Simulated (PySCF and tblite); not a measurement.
Results of a calculation; reference values are marked as such.
C6H8N2S, numbered as in [CH2:1]=[CH:2][CH2:3][c:4]1[n:5][s:6][c:7]([CH3:8])[n:9]1.

Search: ETKDG and KDG, MMFF94s, GFN2-xTB, 90 starts; geometries at GFN2-xTB. Free energies are PBE0-D3(BJ)/pcSseg-1 (IEF-PCM, cyclohexane) single points with GFN2-xTB rigid-rotor and vibrational terms (modes under about 100 cm⁻¹ blended into free rotors). Symmetry numbers and mirror images are counted. Conformers within 3 kcal/mol (GFN2-xTB free energy) were kept, 10 at most. (PySCF 2.14, tblite 0.8.)

Rotational constants are equilibrium values for the commonest isotopes; dipoles come from the energy level named and are polarised by its solvent model.

Torsions listed: C1–C2–C3–C4, C2–C3–C4–N5. Of a mirror pair one member is shown.

| conformer | shape | symmetry |
| --- | --- | --- |
| 1 | 8°, -100° | C1 (pair) |
| 2 | 115°, -110° | C1 (pair) |
| 3 | 113°, 89° | C1 (pair) |

Problem. Give the rotational constants and dipole components.

Solution. 
```tsv
conformer	A (MHz)	B (MHz)	C (MHz)	abs μa (D)	abs μb (D)	abs μc (D)	κ	Ic−Ia−Ib (u Å²)
1	2708	957	842	1.62	1.44	0.01	-0.88	-114.1
2	2994	850	735	1.85	1.44	0.34	-0.90	-75.8
3	2858	879	737	1.65	1.58	0.24	-0.87	-65.7
```


Conformer gaps in pcSseg-1 on xTB geometries can be 2 kcal/mol off for S=O, P=O and other polar bonds.